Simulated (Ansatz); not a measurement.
One change: `CB(Cl)[SiH2]O` becomes `CB(C)Cl`.

Ansatz, PBE0-D4/def2-TZVP geometries, multiplicity 1. Each molecule was computed in one conformer, which needn't be the lowest.

```csv
property,`CB(Cl)[SiH2]O`
HOMO energy (PBE/def2-TZVPP) / eV,-6.21
LUMO energy (ωB97M-V/def2-TZVPP) / eV,0.28
HOMO–LUMO gap (ωB97M-V/def2-TZVPP) / eV,9.94
HOMO–LUMO gap (B3LYP/def2-TZVPP) / eV,5.41
HOMO energy (PBE0/def2-TZVPP) / eV,-7.51
LUMO energy (B3LYP/def2-TZVPP) / eV,-1.91
```

Give the same properties after the change, and the shifts. (An estimate is asked.)

The calculation gave: 
```csv
property,`CB(C)Cl`,shift
HOMO energy (PBE/def2-TZVPP) / eV,-6.90,-0.69
LUMO energy (ωB97M-V/def2-TZVPP) / eV,1.39,1.11
HOMO–LUMO gap (ωB97M-V/def2-TZVPP) / eV,11.97,2.03
HOMO–LUMO gap (B3LYP/def2-TZVPP) / eV,7.17,1.76
HOMO energy (PBE0/def2-TZVPP) / eV,-8.28,-0.77
LUMO energy (B3LYP/def2-TZVPP) / eV,-0.88,1.03
```

With PBE0 the HOMO falls by 0.77 eV and the LUMO rises by 1.08 eV, so the gap widens by about 1.85 eV. PBE moves the HOMO by -0.69 eV and ωB97M-V by -0.90 eV.

B3LYP here is the variant with VWN-RPA as its local correlation; programs differ in this.
